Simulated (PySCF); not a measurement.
Ga(Me)(Cl) (CH3ClGa), SMILES [Ga+]([CH3])[Cl], charge +1.

Coordinates come from a ωB97X-D3(BJ)/def2-TZVP optimisation. The multiplicity is an assumed one; other spin states were not compared. The isomer is the one that the SMILES or the coordinates give; other isomers of the formula were not compared.

All values below come from ωB97X/def2-TZVPD in PySCF.

Estimate the frontier levels, gap, dipole moment and polarisability. (Estimate from the structure and the level; the computed values follow.)


- highest occupied level = -17.81 eV
- lowest empty level = -5.18 eV
- orbital gap = 12.63 eV
- dipole moment about the centre of nuclear charge = 3.48 D
- mean static polarisability = 45.2 bohr³ (6.70 Å³)
- polarisability, principal values = 34.5, 34.5, 66.5 bohr³
